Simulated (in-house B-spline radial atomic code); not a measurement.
Ionisation energies with and without relativity, with size and susceptibility from the Dirac run. Dirac energy differences include first-order Breit, QED and recoil terms. NIST's values go from ground level to ground level; the uncertainty of those that are theory runs from under 0.1 % in few-electron ions to several per cent in heavy many-electron ones. Computed with an all-electron radial atomic-structure program (B-spline basis): non-relativistic Hartree-Fock and Dirac-Hartree-Fock, averages of the configuration (point nuclei without relativity, finite nuclei with it).

Some pairs differ by more than the removed electron.

```csv
ion,configuration,configuration after,ionisation non-relativistic (eV),ionisation Dirac Breit and QED (eV),tabulated value (eV),radius at density 0.001 (bohr),diamagnetic susceptibility (10⁻⁶ cm³/mol)
In,[Kr] 4d10 5s2 5p1,[Kr] 4d10 5s2,5.191,5.131,5.786356,4.73,-47.46
Sn,[Kr] 4d10 5s2 5p2,[Kr] 4d10 5s2 5p1,6.418,6.366,7.343918,4.786,-49.247
Sb,[Kr] 4d10 5s2 5p3,[Kr] 4d10 5s2 5p2,7.669,7.624,8.608389,4.734,-49.711
Te,[Kr] 4d10 5s2 5p4,[Kr] 4d10 5s2 5p3,8.960,8.923,9.009808,4.639,-49.569
I,[Kr] 4d10 5s2 5p5,[Kr] 4d10 5s2 5p4,10.297,10.270,10.45124,4.528,-49.108
Xe,[Kr] 4d10 5s2 5p6,[Kr] 4d10 5s2 5p5,11.685,11.668,12.12984,4.414,-48.469
Cs,[Xe] 6s1,[Kr] 4d10 5s2 5p6,3.356,3.475,3.893906,4.627,-74.134
Ba,[Xe] 6s2,[Xe] 6s1,4.134,4.277,5.211665,5.56,-82.027
La,[Xe] 5d1 6s2,[Xe] 5d2,3.883,4.910,5.5769,5.544,-79.984
Ce,[Xe] 4f1 5d1 6s2,[Xe] 4f1 5d2,4.007,5.082,5.5386,5.506,-78.096
Pr,[Xe] 4f3 6s2,[Xe] 4f3 6s1,4.307,4.499,5.4702,5.459,-76.266
Nd,[Xe] 4f4 6s2,[Xe] 4f4 6s1,4.357,4.562,5.525,5.429,-74.551
Pm,[Xe] 4f5 6s2,[Xe] 4f5 6s1,4.404,4.623,5.58187,5.4,-72.918
Sm,[Xe] 4f6 6s2,[Xe] 4f6 6s1,4.451,4.682,5.643722,5.372,-71.359
Eu,[Xe] 4f7 6s2,[Xe] 4f7 6s1,4.496,4.741,5.670385,5.345,-69.867
Gd,[Xe] 4f7 5d1 6s2,[Xe] 4f7 5d1 6s1,4.836,5.196,6.1498,5.325,-68.727
```
